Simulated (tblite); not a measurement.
Parent: `[CH3:1][CH2:2][C@H:3]([C:4]#[N:5])[CH2:6][NH:7][SiH2:8][PH2:9]` with C1–C2–C3–C4 -63°, C2–C3–C6–N7 -59°, C3–C6–N7–Si8 -69°, C6–N7–Si8–P9 -28°, N7–Si8–P9–H -75° and -168°, C5H13N2PSi.

Structures optimised with GFN2-xTB, isolated species. One conformer each, not checked by frequencies here.

| coordinate of the parent | value |
| --- | --- |
| C1–C2 | 1.524 Å |
| C2–C3 | 1.535 Å |
| C3–C4 | 1.442 Å |
| C4≡N5 | 1.143 Å |
| C3–C6 | 1.547 Å |
| C6–N7 | 1.439 Å |
| N7–Si8 | 1.722 Å |
| Si8–P9 | 2.238 Å |
| C1–C2–C3 | 111.8° |
| C2–C3–C4 | 110.0° |
| C2–C3–C6 | 112.3° |
| C4–C3–C6 | 108.8° |
| C3–C4–N5 | 178.4° |
| C3–C6–N7 | 113.6° |
| C6–N7–Si8 | 123.8° |
| N7–Si8–P9 | 105.2° |

How does the shared frame change in `[CH2:1]=[CH:2][C@H:3]([C:4]#[N:5])[CH2:6][NH:7][SiH2:8][PH2:9]` with C1–C2–C3–C4 -135°, C2–C3–C6–N7 62°, C3–C6–N7–Si8 -90°, C6–N7–Si8–P9 -19°, N7–Si8–P9–H -78° and -170°, C5H11N2PSi? Atoms pair as C1 = C1, C2 = C2, C3 = C3, C4 = C4, N5 = N5, C6 = C6, N7 = N7, Si8 = Si8, P9 = P9 (parent first).

| parent | relative | value in the relative | change |
| --- | --- | --- | --- |
| C1–C2 | C1=C2 | 1.319 Å | -0.205 |
| C2–C3 | C2–C3 | 1.503 Å | -0.032 |
| C3–C4 | C3–C4 | 1.442 Å | 0.000 |
| C4≡N5 | C4≡N5 | 1.144 Å | +0.001 |
| C3–C6 | C3–C6 | 1.557 Å | +0.010 |
| C6–N7 | C6–N7 | 1.433 Å | -0.006 |
| N7–Si8 | N7–Si8 | 1.720 Å | -0.002 |
| Si8–P9 | Si8–P9 | 2.241 Å | +0.003 |
| C1–C2–C3 | C1–C2–C3 | 123.5° | +11.7 |
| C2–C3–C4 | C2–C3–C4 | 110.1° | +0.1 |
| C2–C3–C6 | C2–C3–C6 | 111.2° | -1.1 |
| C4–C3–C6 | C4–C3–C6 | 109.0° | +0.2 |
| C3–C4–N5 | C3–C4–N5 | 178.0° | -0.4 |
| C3–C6–N7 | C3–C6–N7 | 114.6° | +1.0 |
| C6–N7–Si8 | C6–N7–Si8 | 126.0° | +2.2 |
| N7–Si8–P9 | N7–Si8–P9 | 105.3° | +0.1 |

Of the parent's bonds, C1–C2 changes most (-0.205 Å). Point group C1 → C1.

All values are computed, not measured.
